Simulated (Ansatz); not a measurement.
Relaxation of BrCl4H3NTa (10 atoms, charge 0, multiplicity 1), to a largest force component of 0.03 eV/Å in at most 50 steps.

The calculation used Ansatz, RHF/def2-SVP.

```xyz
10
Properties=species:S:1:pos:R:3:forces:R:3
Ta -0.468 -0.553 0.214 1.19 -0.58 0.13
N 2.801 0.108 0.205 -0.54 -1.05 0.08
H 3.201 0.578 0.998 0.00 0.00 0.00
H 3.254 0.443 -0.628 0.00 -0.01 0.00
Cl -0.110 -0.087 2.470 0.00 0.00 0.01
Cl 0.028 -0.804 -2.050 0.00 0.00 -0.01
Cl -0.735 1.723 -0.156 0.01 -0.01 0.00
Cl -2.595 -1.311 0.271 0.00 0.00 0.00
Br 0.943 -2.727 0.600 -0.69 0.55 -0.10
H 2.984 -0.899 0.298 0.04 1.12 -0.11
```

Q: Where does it end, and by what steps?

A: The run converged. After 7 steps the energy has fallen by 0.995 eV; H4 moved furthest, 0.73 Å. Joined: Ta1–N2 (3.34 → 2.36 Å).

```tsv
step	energy less start (eV)	largest force component (eV/Å)	accepted
0	0.0000	1.187	yes
1	-0.3366	0.769	yes
2	-0.6442	0.959	yes
3	-0.8735	1.081	yes
4	-0.9640	0.609	yes
5	-0.9927	0.169	yes
6	-0.9944	0.049	yes
7	-0.9950	0.005	yes
```

```xyz
10
Properties=species:S:1:pos:R:3
Ta 0.002 -0.571 0.231
N 2.294 0.005 0.201
H 2.534 0.581 0.994
H 2.527 0.520 -0.634
Cl 0.235 -0.124 2.541
Cl 0.390 -0.882 -2.078
Cl -0.211 1.751 -0.154
Cl -2.232 -1.080 0.240
Br 0.881 -2.917 0.649
H 2.884 -0.813 0.231
```

Whether the end is a true minimum wasn't checked by a vibrational analysis.

Run time: 27 s on 4 threads of Arm Neoverse V2, with other jobs on the host, peak memory 0.63 GiB.
